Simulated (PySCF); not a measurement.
A structure optimised at PBE0-D3(BJ)/def2-SVP, used in a PySCF frequency run:

```
Sn
F 1 1.9231
F 1 1.9270 2 102.05
O 1 1.9558 2 106.31 3 -117.44
H 4 0.9659 1 111.76 2 29.51
N 1 1.9986 2 113.26 3 118.81
H 6 1.0188 1 112.05 2 -109.22
H 6 1.0189 7 108.82 1 124.09
```
Charge 0, spin multiplicity 1.

Q: Write its SMILES and formula.

A: [NH2][Sn]([OH])([F])[F], F₂H₃NOSn

Q: What are its rotational constants (standard atomic weights)?

A: 2.8653, 2.7841, 2.5810 GHz
